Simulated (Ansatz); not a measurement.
```yaml
atoms:
  - { symbol: C, position_ang: [-0.0098, -0.9276, -0.0668] }
  - { symbol: O, position_ang: [-0.0064, -0.9186, 1.1246] }
  - { symbol: O, position_ang: [0.0060, 0.1440, -0.8417] }
  - { symbol: C, position_ang: [0.0074, 1.4046, -0.1882] }
  - { symbol: H, position_ang: [-0.0080, -1.8392, -0.7020] }
  - { symbol: H, position_ang: [-0.0038, 2.1631, -0.9588] }
  - { symbol: H, position_ang: [-0.8835, 1.5002, 0.4519] }
  - { symbol: H, position_ang: [0.8846, 1.4989, 0.4523] }
```

Basis set: STO-3G (spherical functions). Frozen core: 4 orbitals. Charge 0, multiplicity 1.

Computed with Ansatz (development build ahead of 0.2.0); each method stands on the lowest determinant of its kind that the runs found. Restricted open shells among the atoms or ions are ROHF, correlated in semicanonical orbitals with singles.

The atomization energy at this shape (free ground-state atoms in the same class of orbitals less the molecule, no zero-point energy) of singlet C₂H₄O₂:

```json
{"method": "RHF-MP2", "atomization energy": "30.06 eV"}
```

(1) What does RHF give?

Results:

(1) 25.07 eV.

This basis has no polarisation functions and is too small for such energies, which can lie far from measured ones in either direction.
